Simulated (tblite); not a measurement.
C6H11B.
Numbering: `[BH2:1][C@:2]12[CH2:3][CH2:4][C@H:5]1[CH2:6][CH2:7]2` (hydrogens: H8, H9 on B1; H10, H11 on C3; H12, H13 on C4; H14 on C5; H15, H16 on C6; H17, H18 on C7)

Computed with GFN2-xTB (tblite), gas phase: L-BFGS steps from a force-field or distance-geometry start until the largest atomic force falls under 0.01 eV/Å.

Step 1: E = -534.4872 eV
```
atom  x, y, z in Å  |  force x, y, z in eV/Å
B1     -1.4334   -1.5028    0.4292   -0.336  -0.021  -0.169
C2     -0.5166   -0.3826   -0.1546   -0.289  -0.400   0.048
C3      0.5589   -0.7490   -1.2111   -0.154   0.042   0.299
C4      1.6713   -0.2616   -0.2620   -0.354   0.085   0.147
C5      0.6179    0.1200    0.7952   -0.161   0.002  -0.104
C6      0.0617    1.5537    0.7163    0.079  -0.262  -0.023
C7     -1.0575    1.0770   -0.2297    0.278  -0.226   0.276
H8     -2.0385   -1.3185    1.4312    0.210  -0.007  -0.283
H9     -1.5519   -2.5343   -0.1330    0.087   0.150   0.201
H10     0.6106   -1.8352   -1.3783   -0.091   0.513  -0.296
H11     0.4874   -0.1652   -2.1296   -0.006  -0.365  -0.068
H12     2.2233    0.5951   -0.6686    0.145  -0.380   0.324
H13     2.3068   -1.0794    0.0869    0.191   0.376  -0.188
H14     0.6736   -0.3649    1.7706    0.341   0.347   0.006
H15    -0.3256    1.9002    1.6792    0.286   0.186  -0.261
H16     0.7446    2.2671    0.2417   -0.114  -0.022   0.432
H17    -2.0472    1.1772    0.2353    0.221   0.043  -0.521
H18    -0.9942    1.5095   -1.2303   -0.333  -0.060   0.180
```

Step 2: E = -534.5402 eV
```
atom  x, y, z in Å  |  force x, y, z in eV/Å
B1     -1.4396   -1.5016    0.4250   -0.344  -0.146  -0.095
C2     -0.5261   -0.3962   -0.1527    0.097   0.191  -0.021
C3      0.5548   -0.7474   -1.2089   -0.107   0.077   0.381
C4      1.6668   -0.2612   -0.2566   -0.395   0.112  -0.058
C5      0.6160    0.1202    0.7948   -0.229  -0.119  -0.064
C6      0.0643    1.5506    0.7183   -0.003  -0.322  -0.173
C7     -1.0537    1.0741   -0.2255    0.303  -0.293   0.109
H8     -2.0339   -1.3188    1.4250    0.097   0.023  -0.147
H9     -1.5501   -2.5310   -0.1287    0.049   0.007   0.118
H10     0.6086   -1.8237   -1.3842   -0.058   0.226  -0.282
H11     0.4875   -0.1741   -2.1295   -0.042  -0.212  -0.130
H12     2.2263    0.5869   -0.6619    0.136  -0.238   0.267
H13     2.3099   -1.0699    0.0822    0.218   0.190  -0.089
H14     0.6807   -0.3572    1.7697    0.315   0.279   0.100
H15    -0.3190    1.9036    1.6721    0.176   0.199  -0.032
H16     0.7415    2.2660    0.2512    0.011   0.049   0.303
H17    -2.0414    1.1778    0.2237    0.015   0.056  -0.325
H18    -1.0014    1.5080   -1.2257   -0.238  -0.080   0.138
```

**Question.** Estimate the geometry and energy of step 3. (The exact step hangs on the optimiser's Hessian estimate; all steps are aligned on step 2, rigid shifts and turns removed.)

**Answer.** E = -534.5863 eV, largest force 0.482 eV/Å
```
atom  x, y, z in Å  |  force x, y, z in eV/Å
B1     -1.4529   -1.5031    0.4186   -0.159  -0.068  -0.086
C2     -0.5340   -0.4062   -0.1509    0.227   0.425   0.005
C3      0.5477   -0.7432   -1.2011   -0.037   0.052   0.125
C4      1.6556   -0.2593   -0.2518   -0.151   0.005  -0.138
C5      0.6096    0.1172    0.7947   -0.139  -0.175   0.035
C6      0.0673    1.5418    0.7177   -0.067  -0.137  -0.123
C7     -1.0448    1.0657   -0.2213    0.050  -0.176  -0.073
H8     -2.0276   -1.3184    1.4162   -0.085   0.057   0.072
H9     -1.5473   -2.5284   -0.1222   -0.010  -0.227  -0.020
H10     0.6053   -1.8081   -1.3963   -0.027  -0.087  -0.201
H11     0.4867   -0.1881   -2.1315   -0.085  -0.030  -0.123
H12     2.2323    0.5741   -0.6494    0.100   0.004   0.158
H13     2.3173   -1.0558    0.0755    0.136   0.030  -0.006
H14     0.6949   -0.3431    1.7708    0.255   0.150   0.234
H15    -0.3085    1.9113    1.6643    0.055   0.138   0.124
H16     0.7390    2.2660    0.2672    0.149   0.079   0.120
H17    -2.0356    1.1796    0.2053   -0.134   0.037  -0.096
H18    -1.0138    1.5043   -1.2173   -0.077  -0.077  -0.005
```

The energy changes by -0.0461 eV. The first-order estimate −F·Δx gives -0.0743 eV and the mean of the old and new forces, exact on a quadratic surface, -0.0461 eV. The step makes an angle of 32° with the force vector and moves no atom by more than 0.020 Å.

What follows is the cost of the whole relaxation. On one thread, Arm Neoverse V1 (aarch64), on a shared host, this took 0.47 s.
